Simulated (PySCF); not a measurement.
Cl₄Te, charge -1, doublet, at a GFN2-xTB geometry (a state made from the parent by changing its charge; the spin is typed, not shown lowest) (all electrons, no relativity); PySCF with HF/STO-3G.

Input for PySCF:
```python
from pyscf import gto, scf

mol = gto.Mole()
mol.atom = '''
    Te    0.000243   -0.005206    0.196833
    Cl    1.523600   -1.933543   -0.203646
    Cl    1.938064    1.527298   -0.112629
    Cl   -1.523972    1.941505   -0.097392
    Cl   -1.938436   -1.519337   -0.188409
'''
mol.basis = 'sto-3g'
mol.charge = -1
mol.spin = 1
mol.verbose = 4
mol.build()

mf = scf.UHF(mol)
mf.kernel()
```

Task: Write the output that PySCF gives for this input, abridged.

Result: 
```
PySCF version 2.14.0

[INPUT] verbose = 4
[INPUT] num. atoms = 5
[INPUT] num. electrons = 121
[INPUT] charge = -1
[INPUT] spin (= nelec alpha-beta = 2S) = 1
[INPUT] symmetry False subgroup None
[INPUT] Mole.unit = angstrom
[INPUT] Symbol           X                Y                Z      unit          X                Y                Z       unit  Magmom
[INPUT]  1 Te     0.000243000000  -0.005206000000   0.196833000000 AA    0.000459203448  -0.009837914204   0.371960462277 Bohr   0.0
[INPUT]  2 Cl     1.523600000000  -1.933543000000  -0.203646000000 AA    2.879186723387  -3.653866720070  -0.384835166363 Bohr   0.0
[INPUT]  3 Cl     1.938064000000   1.527298000000  -0.112629000000 AA    3.662410171879   2.886174930596  -0.212837963684 Bohr   0.0
[INPUT]  4 Cl    -1.523972000000   1.941505000000  -0.097392000000 AA   -2.879889701506   3.668912719474  -0.184044206724 Bohr   0.0
[INPUT]  5 Cl    -1.938436000000  -1.519337000000  -0.188409000000 AA   -3.663113149997  -2.871130820918  -0.356041409403 Bohr   0.0

nuclear repulsion = 988.983514595946
number of shells = 31
number of NR pGTOs = 189
number of NR cGTOs = 63
basis = sto-3g
ecp = {}

******** <class 'pyscf.scf.uhf.UHF'> ********
method = UHF
initial guess = minao
damping factor = 0
level_shift factor = 0
DIIS = <class 'pyscf.scf.diis.CDIIS'>
diis_start_cycle = 1
diis_space = 8
diis_damp = 0
SCF conv_tol = 1e-09
SCF conv_tol_grad = None
SCF max_cycles = 50
direct_scf = True
direct_scf_tol = 1e-13
number electrons alpha = 61  beta = 60
Set gradient conv threshold to 3.16228e-05
init E= -8343.7162140059

cycle= 1 E= -8365.45188676976  delta_E= -21.7  |g|= 0.112  |ddm|= 2.44
cycle= 2 E= -8365.45971838025  delta_E= -0.00783  |g|= 0.0236  |ddm|= 0.204
cycle= 3 E= -8365.46165695019  delta_E= -0.00194  |g|= 0.0141  |ddm|= 0.12
cycle= 4 E= -8365.46287313105  delta_E= -0.00122  |g|= 0.00568  |ddm|= 0.143
cycle= 5 E= -8365.46308331326  delta_E= -0.00021  |g|= 0.00133  |ddm|= 0.0715
cycle= 6 E= -8365.46309269965  delta_E= -9.39e-06  |g|= 0.000458  |ddm|= 0.0142
cycle= 7 E= -8365.46309378784  delta_E= -1.09e-06  |g|= 0.000114  |ddm|= 0.00424
cycle= 8 E= -8365.46309385754  delta_E= -6.97e-08  |g|= 2.33e-05  |ddm|= 0.00124
cycle= 9 E= -8365.46309386016  delta_E= -2.63e-09  |g|= 5.7e-06  |ddm|= 0.00023
cycle= 10 E= -8365.4630938603  delta_E= -1.38e-10  |g|= 8.02e-07  |ddm|= 6.13e-05
Extra cycle  E= -8365.46309386031  delta_E= -7.28e-12  |g|= 3.84e-07  |ddm|= 3.87e-06
converged SCF energy = -8365.46309386031  <S^2> = 0.77546326  2S+1 = 2.0253032
```
